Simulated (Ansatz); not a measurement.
Ansatz (a quantum-chemistry and plane-wave program) input (CCSD(T)/def2-SVPD):

Ansatz 0.2 input:
```yaml
crystal:
  periodic: [false, false, false]
  atoms:
    - {symbol: Be, position_ang: [-0.46050688, 0.43378722, 0.14030221]}
    - {symbol: Br, position_ang: [0.94825636, -0.85340450, -0.31289798]}
    - {symbol: S, position_ang: [-1.81264703, 1.70192994, 0.55559656]}
    - {symbol: H, position_ang: [-2.34459255, 0.90312952, 1.50067542]}
basis:
  gaussian:
    orbitals: def2-SVPD
total_charge: 1
magnetization: {spin_polarized: true, initial_magnetization: 1}
correlation: {method: ccsd_t, electrons: outside_noble_gas}
```

Output:

```
Functional definition: HF
integrals: 0.14 GiB planned
873 factors; integrals over basis functions are off by at most 1.2e-3 eV
mean field: 0.45 GiB planned
mean field evaluation 1: about -81210.2809 eV, gradient 1.5e1 eV
mean field evaluation 2: about -81210.3522 eV, gradient 1.5e1 eV
mean field evaluation 4: about -81212.1656 eV, gradient 1.8e0 eV
mean field evaluation 8: about -81212.2110 eV, gradient 1.9e-1 eV
mean field evaluation 16: about -81212.2127 eV, gradient 2.7e-6 eV
mean field evaluation 32: about -81210.9315 eV, gradient 2.2e-6 eV
mean field evaluation 64: about -81211.5589 eV, gradient 6.9e0 eV
mean field evaluation 96: about -81211.1164 eV, gradient 3.8e-1 eV
mean field evaluation 128: about -81211.0218 eV, gradient 1.2e0 eV
mean field evaluation 160: about -81211.1279 eV, gradient 6.7e-1 eV
mean field evaluation 192: about -81210.7245 eV, gradient 3.7e0 eV
mean field evaluation 224: about -81208.9994 eV, gradient 4.1e-1 eV
mean field -81212.21274239 eV, -2984.4937706679 hartree, gradient 2.7e-6 eV, S^2 0.761208; 4 other end points of the search recorded, 0 dependent functions left out
determinant -81212.21274239 eV, -2984.4937706679 hartree, with singles and doubles -81220.18351945 eV, -2984.7866913221 hartree
determinant -81210.93152827 eV, -2984.4466869174 hartree, with singles and doubles -81218.96412783 eV, -2984.7418795065 hartree
20 core orbitals not correlated
reference -81212.21274239 eV, -2984.4937706679 hartree; 8, 7 occupied and 60, 61 virtual orbitals, 873 factors
second order -7.05829548 eV of doubles, -0.00000000 eV of singles
coupled cluster: 0.31 GiB planned
cycle   1  -7.96601388 eV  change   -2.2e-1 eV  update   2.0e-2
cycle   2  -7.98084845 eV  change   -1.5e-2 eV  update   7.3e-3
cycle   3  -7.98253619 eV  change   -1.7e-3 eV  update   5.3e-3
cycle   4  -7.98580945 eV  change   -3.3e-3 eV  update   3.8e-3
cycle   5  -7.98768115 eV  change   -1.9e-3 eV  update   2.7e-3
cycle   6  -7.98824950 eV  change   -5.7e-4 eV  update   7.5e-4
cycle   7  -7.98854281 eV  change   -2.9e-4 eV  update   3.6e-4
cycle   8  -7.98844766 eV  change    9.5e-5 eV  update   9.0e-5
cycle   9  -7.98843517 eV  change    1.2e-5 eV  update   3.3e-5
cycle  10  -7.98843074 eV  change    4.4e-6 eV  update   1.1e-5
perturbative correction -0.24480268 eV, -0.0089963327 hartree
Total energy: -81220.44597581 eV, -2984.7963364156 hartree
```

This state (charge 1, doublet) is run at the relaxed geometry of the species with charge 0 and multiplicity 1.
